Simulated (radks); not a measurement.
The holmium ion Ho+, 66 electrons, occupied as [Xe] 4f11 6s1. All-electron calculation, scalar-relativistic Kohn-Sham, PBE, spin-polarised, spherical densities, finite nucleus; open shells are filled with parallel spins first (spin-orbit coupling, left out, can overturn this in heavy ions); Fermi nuclear charge, rms radius 5.2022 fm; hard spherical wall at 4 bohr. Program: a radial shooting solver on a logarithmic mesh with Libxc functionals.

Normalised radial functions P(r) = r R(r), r in bohr:

r         5p down  4f down
0.001125   0.0013   0.0000
0.001692   0.0026   0.0000
0.002545   0.0052   0.0000
0.003827   0.0104   0.0000
0.005755   0.0205   0.0000
0.008724   0.0397   0.0000
0.01312    0.0726   0.0001
0.01973    0.1231   0.0005
0.02967    0.1833   0.0021
0.04461    0.2155   0.0083
0.06709    0.1442   0.0302
0.1009    -0.0782   0.0966
0.1517    -0.2981   0.2600
0.2282    -0.1542   0.5600
0.3431     0.3317   0.9162
0.5201     0.3708   1.0949
0.7822    -0.3382   0.9477
1.176     -0.9043   0.6352
1.769     -0.7572   0.3462
2.66      -0.3062   0.1476
4         0.0000   0.0000

5p down: eigenvalue -28.280 eV, 3 radial nodes at r = 0.0894, 0.262, 0.661 bohr, <r> = 1.52 bohr, 90 % of the charge inside 2.23 bohr. 4f down: eigenvalue -4.386 eV, 0 radial nodes, <r> = 0.850 bohr, 90 % of the charge inside 1.51 bohr.
